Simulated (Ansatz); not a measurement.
```csv
atom,x (Å),y (Å),z (Å)
C,-0.0402,-0.4599,-0.0764
O,-0.0324,-0.4624,1.1760
N,0.0386,0.6740,-0.8970
H,0.0677,-1.3428,-0.6743
H,0.0033,0.5588,-1.8695
H,-0.0779,1.6167,-0.3903
```

Basis set: 6-31G (spherical functions). Frozen core: 3 orbitals. Charge 0, multiplicity 1.

Computed with Ansatz (development build ahead of 0.2.0); each method stands on the lowest determinant of its kind that the runs found. Restricted open shells among the atoms or ions are ROHF, correlated in semicanonical orbitals with singles.

The atomization energy at this shape (free ground-state atoms in the same class of orbitals less the molecule, no zero-point energy) of singlet CH₃NO:

```csv
method,atomization energy
RHF,1337.4 kJ/mol
```

(1) What does RHF-MP2 give?

Answers

(1) 1931.9 kJ/mol.

This basis has no polarisation functions and is too small for such energies, which can lie far from measured ones in either direction.
